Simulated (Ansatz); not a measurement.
A single point on CH$_{7}$NSi$_{2}$, SMILES `N=C([SiH3])[SiH3]`.

```yaml
crystal:
  periodic: [false, false, false]
  atoms:
    - {symbol: N, position_ang: [-0.319083, 1.677858, -0.627152]}
    - {symbol: C, position_ang: [-0.110188, 0.487058, -0.210671]}
    - {symbol: Si, position_ang: [0.975718, 0.105732, 1.301021]}
    - {symbol: Si, position_ang: [-0.950903, -0.903023, -1.191375]}
    - {symbol: H, position_ang: [0.164802, 2.375225, -0.050801]}
    - {symbol: H, position_ang: [1.471997, 1.405967, 1.828686]}
    - {symbol: H, position_ang: [2.119100, -0.760911, 0.911084]}
    - {symbol: H, position_ang: [0.184264, -0.602819, 2.341218]}
    - {symbol: H, position_ang: [-1.832813, -1.672348, -0.271784]}
    - {symbol: H, position_ang: [-1.732258, -0.334947, -2.314424]}
    - {symbol: H, position_ang: [0.094861, -1.834691, -1.695005]}
basis:
  gaussian: {orbitals: def2-TZVPP}
hamiltonian: {xc: pbe}
correlation: {method: rpa}
```

```sh
$ ansatz run in.yaml --threads 2 --pin off --events-out ev --progress --plain --max-ram 4352MiB
```

Shortened log:

```
Functional definition: PBE
1404 factors; integrals over basis functions are off by at most 6.6e-4 eV
mean field evaluation 1: about -18376.9665 eV, gradient 5.8e1 eV
mean field evaluation 2: about -18376.9525 eV, gradient 5.8e1 eV
mean field evaluation 4: about -18382.6813 eV, gradient 2.8e1 eV
mean field evaluation 8: about -18384.9046 eV, gradient 9.8e-1 eV
mean field evaluation 16: about -18384.9060 eV, gradient 1.2e-4 eV
mean field -18384.90604830 eV, -675.6328355381 hartree, gradient 3.3e-6 eV, S^2 0.000000; 0 other end points of the search recorded, 0 dependent functions left out
12 core orbitals not correlated: weight in the atoms' cores, before any rotation towards them, 1.000 or more for the frozen orbitals, at most 0.000 for the correlated occupied ones
reference -18346.41374778 eV, -674.2182695851 hartree; 12, 12 occupied and 220, 220 virtual orbitals, 1404 factors
Total energy: -18376.42384589 eV, -675.3211203490 hartree
```

It took 8 s on 2 threads of an Arm Neoverse V1 on a shared host, with 0.6 GiB of host memory at the peak.
